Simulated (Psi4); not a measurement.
Two rigid molecules brought together: CH2O2 ··· H6Si2 (SMILES O=CO and [SiH3][SiH3]). Monomers: optimised at B3LYP-D3(BJ) (def2-TZVP), held rigid. Orientation: a random orientation, not optimised. The monomers approach along the line of their centres of mass (distance R); nothing else relaxes.

Geometry at R = 4.79 Å (first 5 atoms: monomer A):
```
13

O      0.7742    -0.5652     0.1739
C     -0.4210     0.0120    -0.0361
O     -0.5940     1.1709    -0.2795
H      1.4543     0.1244     0.0923
H     -1.2135    -0.7422     0.0494
Si     4.2107     1.9019     3.5315
Si     1.9656     1.6280     2.9146
H      5.1036     1.4770     2.4260
H      4.4883     3.3249     3.8447
H      4.5184     1.0841     4.7301
H      1.6579     2.4457     1.7160
H      1.0727     2.0528     4.0202
H      1.6880     0.2050     2.6015
```

- PBE/def2-TZVP, counterpoise-corrected (Psi4)
- PBE-D3(BJ)/def2-TZVP, counterpoise-corrected (Psi4)
- SAPT0/jun-cc-pVDZ, frozen core (Psi4)

Interaction energies in kJ/mol; the last columns give the difference from SAPT0:

| R / Å | PBE/def2-TZVP | PBE-D3(BJ)/def2-TZVP | SAPT0/jun-cc-pVDZ | PBE/def2-TZVP − SAPT0/jun-cc-pVDZ | PBE-D3(BJ)/def2-TZVP − SAPT0/jun-cc-pVDZ |
|---|---|---|---|---|---|
| 4.16 | 29.66 | 22.34 | 34.00 | -4.34 | -11.66 |
| 4.37 | 14.73 | 8.35 | 17.23 | -2.49 | -8.88 |
| 4.61 | 5.88 | 0.55 | 7.18 | -1.31 | -6.64 |
| 4.79 | 2.47 | -2.13 | 3.28 | -0.81 | -5.40 |
| 4.96 | 0.69 | -3.26 | 1.21 | -0.51 | -4.47 |
| 5.19 | -0.45 | -3.62 | -0.17 | -0.28 | -3.46 |
| 5.46 | -0.85 | -3.26 | -0.72 | -0.13 | -2.54 |
| 5.79 | -0.79 | -2.49 | -0.78 | -0.01 | -1.71 |
| 6.25 | -0.48 | -1.52 | -0.58 | 0.10 | -0.94 |
| 7.00 | -0.14 | -0.62 | -0.30 | 0.15 | -0.33 |
| 7.96 | -0.02 | -0.22 | -0.13 | 0.10 | -0.09 |
| 9.29 | 0.00 | -0.07 | -0.05 | 0.04 | -0.03 |

PBE/def2-TZVP is furthest from SAPT0/jun-cc-pVDZ at 4.16 (-4.34 kJ/mol, below); its mean absolute difference over the points is 0.86 kJ/mol.

PBE-D3(BJ)/def2-TZVP is furthest from SAPT0/jun-cc-pVDZ at 4.16 (-11.66 kJ/mol, below); its mean absolute difference over the points is 3.85 kJ/mol.
